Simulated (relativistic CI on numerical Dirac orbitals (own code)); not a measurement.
# Slater and spin-orbit integrals, Nb

Method of calculation: Dirac-Coulomb-Breit CI, orbitals from a KLI potential per configuration, model QED, valence Slater integrals scaled by 0.85, P86 correlation energy added to each configuration (own radial code, finite nucleus).

Slater integrals F^k, G^k are unscaled and averaged over j, outside the closed core [Kr]; ζ comes from projecting the Hamiltonian with its Breit term on Σ l·s of the shell.

- 4d⁴5s: F^2(4d,4d) = 43512, F^4(4d,4d) = 27660, ζ(4d) = 372.13, G^2(4d,5s) = 16373 cm⁻¹; <r>(4d) = 2.217, <r^2>(4d) = 6.265, <r>(5s) = 3.727, <r^2>(5s) = 15.99 (bohr units).
- 4d³5s²: F^2(4d,4d) = 47202, F^4(4d,4d) = 30234, ζ(4d) = 441.2 cm⁻¹; <r>(4d) = 2.067, <r^2>(4d) = 5.344 (bohr units).
- 4d⁴5p: F^2(4d,4d) = 45498, F^4(4d,4d) = 29060, ζ(4d) = 399.45, F^2(4d,5p) = 12549, G^1(4d,5p) = 7679.4, G^3(4d,5p) = 5366.9, ζ(5p) = 260.61 cm⁻¹; <r>(4d) = 2.138, <r^2>(4d) = 5.753, <r>(5p) = 5.558, <r^2>(5p) = 36.36 (bohr units).

**Question.** Give the Racah parameters of the d shell in 4d⁴5s.

**Answer.** B = F²/49 − 5F⁴/441 = 574 cm⁻¹ and C = 35F⁴/441 = 2195 cm⁻¹; values fitted to spectra at such low charge are typically 15 to 30 % smaller.

In this model ζ of a weakly bound d, f or g electron outside closed shells comes out too small, for d by up to a factor of two or three and at times with the wrong sign; that of an outer p electron is too small as well.

Correlation outside the listed configurations is missing or only estimated: errors of thousands of cm⁻¹ between configurations and terms are usual at this charge. Rates and lifetimes follow the computed energies and can be off by large factors. The fine structure of a lone outer electron comes out too small, for d and f at times inverted, and misplaced configurations move strength between like terms. 18 of the 26 excited levels that our extract of the measured tables holds in this range could be paired (the sources list more); they are missed by 900 cm⁻¹ on average and 1633 at most, and levels without a partner can miss by more.

Averages of the first 10 configurations, taken without configuration mixing, which lowers the lowest level and can move excited configurations by several eV; other configurations of the list can lie among them:

| Configuration | Parity | States | Average energy above the lowest level (eV) |
| --- | --- | --- | --- |
| 4d⁴5s | even | 420 | 2.7 |
| 4d³5s² | even | 120 | 2.4 |
| 4d⁴5p | odd | 1260 | 5.2 |
| 4d³5s5p | odd | 1440 | 4.7 |
| 4d⁵ | even | 252 | 4.4 |
| 4d²5s²5p | odd | 270 | 5.9 |
| 4d⁴5d | even | 2100 | 7.0 |
| 4d²5s5p² | even | 1350 | 9.3 |
| 4d³5s4f | odd | 3360 | 8.1 |
| 4d⁴6s | even | 420 | 6.4 |
